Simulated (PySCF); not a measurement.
# Simulated absorption spectrum

Compound: CF3OCF3, C₂F₆O.
SMILES with atom numbers: `[F:1][C:2]([F:3])([F:4])[O:5][C:6]([F:7])([F:8])[F:9]`

Computed with PySCF, TDDFT wB97X-D/def2-SVPD, vertical, gas phase, core orbitals frozen in the response. Isolated species at its PBE0-D3(BJ)/def2-SVP geometry, gas phase. Torsions of this conformer, `[F:1][C:2]([F:3])([F:4])[O:5][C:6]([F:7])([F:8])[F:9]`: F1–C2–O5–C6 -45°, C2–O5–C6–F7 76°.

Computed states:

```tsv
state	E (eV)	f
S1	11.50	0.0097
S2	12.40	0.020
S3	12.62	0.0005
S4	12.63	0.0015
S5	12.70	0.0000
S6	12.75	0.0000
S7	12.91	0.0001
S8	12.96	0.0001
S9	13.01	0.0063
S10	13.07	0.011
```

Each state is given a Gaussian of 0.25 eV full width at half maximum, with ε(max) = 2.175×10⁸ f / Δν̃ (Δν̃ the width in cm⁻¹). The width is an assumption, not a result. The curve ends short of the highest state used, and states not computed would add to its high-energy end.

Problem. What does the envelope look like, and where are its maxima?

Solution. 
```json
{"λ (nm)": "99.5", "ε (L mol⁻¹ cm⁻¹)": "1946"}
{"λ (nm)": "99.8", "ε (L mol⁻¹ cm⁻¹)": "2177"}
{"λ (nm)": "100.1", "ε (L mol⁻¹ cm⁻¹)": "2170"}
{"λ (nm)": "100.5", "ε (L mol⁻¹ cm⁻¹)": "1800"}
{"λ (nm)": "100.8", "ε (L mol⁻¹ cm⁻¹)": "1364"}
{"λ (nm)": "101.2", "ε (L mol⁻¹ cm⁻¹)": "787"}
{"λ (nm)": "101.5", "ε (L mol⁻¹ cm⁻¹)": "456"}
{"λ (nm)": "101.9", "ε (L mol⁻¹ cm⁻¹)": "185"}
{"λ (nm)": "102.2", "ε (L mol⁻¹ cm⁻¹)": "83"}
{"λ (nm)": "102.5", "ε (L mol⁻¹ cm⁻¹)": "33"}
{"λ (nm)": "102.9", "ε (L mol⁻¹ cm⁻¹)": "8"}
{"λ (nm)": "103.2", "ε (L mol⁻¹ cm⁻¹)": "3"}
{"λ (nm)": "103.6", "ε (L mol⁻¹ cm⁻¹)": "1"}
{"λ (nm)": "103.9", "ε (L mol⁻¹ cm⁻¹)": "0"}
{"λ (nm)": "104.2", "ε (L mol⁻¹ cm⁻¹)": "1"}
{"λ (nm)": "104.6", "ε (L mol⁻¹ cm⁻¹)": "5"}
{"λ (nm)": "104.9", "ε (L mol⁻¹ cm⁻¹)": "12"}
{"λ (nm)": "105.3", "ε (L mol⁻¹ cm⁻¹)": "40"}
{"λ (nm)": "105.6", "ε (L mol⁻¹ cm⁻¹)": "85"}
{"λ (nm)": "106.0", "ε (L mol⁻¹ cm⁻¹)": "199"}
{"λ (nm)": "106.3", "ε (L mol⁻¹ cm⁻¹)": "334"}
{"λ (nm)": "106.6", "ε (L mol⁻¹ cm⁻¹)": "508"}
{"λ (nm)": "107.0", "ε (L mol⁻¹ cm⁻¹)": "765"}
{"λ (nm)": "107.3", "ε (L mol⁻¹ cm⁻¹)": "930"}
{"λ (nm)": "107.7", "ε (L mol⁻¹ cm⁻¹)": "1045"}
{"λ (nm)": "108.0", "ε (L mol⁻¹ cm⁻¹)": "1024"}
{"λ (nm)": "108.3", "ε (L mol⁻¹ cm⁻¹)": "918"}
{"λ (nm)": "108.7", "ε (L mol⁻¹ cm⁻¹)": "691"}
{"λ (nm)": "109.0", "ε (L mol⁻¹ cm⁻¹)": "505"}
{"λ (nm)": "109.4", "ε (L mol⁻¹ cm⁻¹)": "291"}
{"λ (nm)": "109.7", "ε (L mol⁻¹ cm⁻¹)": "175"}
{"λ (nm)": "110.1", "ε (L mol⁻¹ cm⁻¹)": "78"}
{"λ (nm)": "110.4", "ε (L mol⁻¹ cm⁻¹)": "39"}
{"λ (nm)": "110.7", "ε (L mol⁻¹ cm⁻¹)": "18"}
{"λ (nm)": "111.1", "ε (L mol⁻¹ cm⁻¹)": "6"}
{"λ (nm)": "111.4", "ε (L mol⁻¹ cm⁻¹)": "2"}
```

Maxima: 108 nm (11.50 eV), ε about 1000, made up of S1 (100%); 100 nm (12.41 eV), ε about 2200, made up of S2 (99%) (ε in L mol⁻¹ cm⁻¹; maxima over ε = 5, shares over 10%).

Problem. Coming from long wavelengths, where does ε first pass 100 L mol⁻¹ cm⁻¹?

Solution. At about 110 nm (11.27 eV), 0.23 eV below S1.

Problem. What would ε be at 12.41 eV, the highest of these maxima, with half the width (0.125 eV)?

Solution. About 4330 L mol⁻¹ cm⁻¹ against 2210, a factor of about 1.96; a lone state at its own centre would give exactly 2.

All these states lie below the vertical ionisation energy of 14.20 eV (ΔSCF).

On one thread, Arm Neoverse V1, on a shared host, this took 3.0 min of wall time.
